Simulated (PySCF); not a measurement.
## Cu⁺: excitation energy

Cu⁺ [Ar] 3d10 (1S) → Cu⁺ [Ar] 3d9 4s1 (3D), as a difference of total energies. Calculation: PySCF 2.14, in aug-cc-pVTZ-DK (8s7p5d3f2g, 93 functions); the spin-free X2C one-electron Hamiltonian (Gaussian nucleus). Correlated levels: valence: [Ar] frozen. The calculations carry no spin-orbit coupling.

```
           method  excitation energy (cm⁻¹)
              UHF                    5261.7
              PBE                     21329
             PBE0                     18691
           r2SCAN                     18068
           M06-2X                     17575
             PW91                     21416
          wB97M-V                     21699
            B97-3                     19997
SCS-MP2 (valence)                     25357
```

Problem. Estimate what LDA gives.

Solution. 24066 cm⁻¹, closest to SCS-MP2 (valence) among the rows shown.

Problem. Estimate what MP2 (valence) gives.

Solution. 27455 cm⁻¹, closest to SCS-MP2 (valence) among the rows shown.

Errors of the correlated levels include the incompleteness of this basis and the frozen core.

For comparison: 22649 cm⁻¹ (measured; NIST levels, between the centres of gravity of the two terms).
